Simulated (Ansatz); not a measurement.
Consider the atomization: `CB(Cl)/N=C\Cl` → B• + 2 C• + 2 Cl• + 4 H• + N•.

Isolated molecules relaxed with PBE0-D4/def2-TZVP in Ansatz; ΔE leaves out vibrations. CBS: MP2 limit from def2 TZ/QZ plus the TZ coupled-cluster correction, frozen cores. This one scheme is used for every species, atoms too. For atomizations the MP2-based limit and the directly extrapolated one differ by several kJ/mol either way, and by 10 to 25 for some Ge, Se and Sn compounds, so smaller differences from it don't rank the levels. DFT in def2-TZVPP. HSE06 is defined as in plane-wave codes. Open shells (•) are unrestricted, without spin–orbit coupling. Spin–orbit coupling would lower the free atoms: a little for B, C, Cl. One conformer a species, not always the lowest.

`CB(Cl)/N=C\Cl`:

```xyz
10

C    -0.762   -0.430   -1.385
B    -0.463    0.543   -0.202
Cl   -1.583    1.867    0.169
N     0.696    0.471    0.559
C     1.399    0.103    1.492
Cl    0.854   -0.952    2.782
H    -1.730   -0.914   -1.224
H     0.000   -1.200   -1.508
H    -0.851    0.130   -2.321
H     2.441    0.383    1.637
```

| level | ΔE (kJ/mol) | difference from CCSD(T)/CBS |
| --- | --- | --- |
| r2SCAN-D4 | 3977.0 | 61.4 |
| PBE0-D4 | 3995.8 | 80.2 |
| r2SCAN0-D4 | 3898.3 | -17.3 |
| HSE06-D4 | 3999.8 | 84.2 |
| ωB97M-V | 3964.0 | 48.4 |
| B2PLYP | 3904.9 | -10.7 |
| PBE-QIDH | 3938.1 | 22.5 |
| revPBE | 3909.7 | -5.9 |
| r2SCAN | 3970.7 | 55.1 |
| r2SCANh | 3937.9 | 22.3 |
| HSE06 | 3980.5 | 64.9 |
| HF/def2-SVP | 2885.4 | -1030.2 |
| MP2/def2-SVP | 3820.4 | -95.2 |
| CCSD/def2-SVP | 3676.0 | -239.6 |
| HF/def2-TZVPP | 2834.6 | -1081.0 |
| HF/CBS(def2) | 2839.0 | -1076.6 |
| CCSD(T)/CBS | 3915.6 | 0 |

Largest T1 diagnostic among the species: 0.014.

From r2SCAN to r2SCAN0 (25 % exact exchange), in def2-TZVPP and without D4, ΔE moves by −79.9 kJ/mol: exact exchange takes away binding that semilocal exchange gives to molecules. In def2-TZVPP, CCSD(T) changes the Hartree–Fock value by +974.7 kJ/mol (the triples alone add +78.9 kJ/mol) and MP2 by +1089.7 kJ/mol; breaking electron pairs costs correlation energy, which Hartree–Fock lacks. Leaving LDA and LC-ωPBE aside and taking each functional with its dispersion term where it has one, the values, not all of them listed here, spread over 284.8 kJ/mol, from BHLYP-D4 to PBE-D4. LDA lies +514.1 kJ/mol from PBE without D4, its usual overbinding.
